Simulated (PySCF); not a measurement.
B(Cl)2(Et), SMILES CCB(Cl)Cl, singlet, PBE0/def2-SVP optimised geometry.

```
10

B     -1.21    -0.22     0.00
Cl    -2.15     1.26     0.00
Cl    -2.10    -1.74     0.00
C      0.35    -0.22     0.00
C      1.06     1.13    -0.03
H      0.66    -0.85    -0.85
H      0.65    -0.82     0.88
H      0.79     1.74     0.84
H      0.79     1.70    -0.92
H      2.15     1.00    -0.02
```

Density from PBE0/def2-TZVP (PySCF) at that geometry.

Minimum of the electron density along straight lines between bonded atoms, close to the bond critical point (lines longer than 1.1 times the sum of covalent radii, or with two minima, are not listed):

```tsv
bond	length / Å	ρ at the minimum / e bohr⁻³	∇²ρ there / e bohr⁻⁵	position (fraction from the first atom)
B1–Cl2	1.755	0.150	0.00	0.30
B1–Cl3	1.758	0.149	?	0.30
B1–C4	1.563	?	-0.42	0.34
C4–C5	1.523	0.244	?	0.51
C4–H6	1.107	0.264	-0.86	0.64
C4–H7	1.107	0.263	-0.85	0.64
C5–H8	1.101	0.272	-0.92	0.64
C5–H9	1.101	0.272	-0.92	0.64
C5–H10	1.100	0.272	-0.91	0.64
```

Problem. Fill in the missing entries.

Solution. 
- B1–Cl3, ∇²ρ there / e bohr⁻⁵: -0.01
- B1–C4, ρ at the minimum / e bohr⁻³: 0.198
- C4–C5, ∇²ρ there / e bohr⁻⁵: -0.60
